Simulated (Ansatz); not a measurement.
`NB(S)Br` + `[CH3][AlH][Cl]` → `NB(S)Cl` + `[CH3][AlH][Br]`  (redistribution)

Program: Ansatz. Geometries: PBE0-D4/def2-TZVP. ΔE: electronic, gas phase. CBS: MP2 limit from def2 TZ/QZ plus the TZ coupled-cluster correction, frozen cores. This one scheme is used for every species. Functionals use def2-TZVPP. B3LYP here is the variant with VWN-RPA as its local correlation; programs differ in this. For Br outer-core shells are correlated without core-valence functions, which leaves a few kJ/mol of doubt a bond. Scalar relativity is left out up to krypton. One conformer a species, not always the lowest.

(1) Is it downhill or uphill in electronic energy at CCSD(T)/CBS, and by how much? (Estimate.)

(2) What do these levels give: PBE-D4, B3LYP-D4, ωB97M-V, PBE, HF/def2-QZVPP, CCSD/CBS(def2)? (Estimate.)

Largest T1 diagnostic among the species: 0.011.

## Answers

(1) Computed: Downhill: ΔE = -3.4 kJ/mol.

(2) Computed: PBE-D4 -5.0, B3LYP-D4 -4.5, ωB97M-V -5.3, PBE -5.8, HF/def2-QZVPP -9.0, CCSD/CBS(def2) -4.0 kJ/mol.

In def2-TZVPP, CCSD(T) changes the Hartree–Fock value by +5.3 kJ/mol (the triples alone add +0.5 kJ/mol) and MP2 by +6.7 kJ/mol.
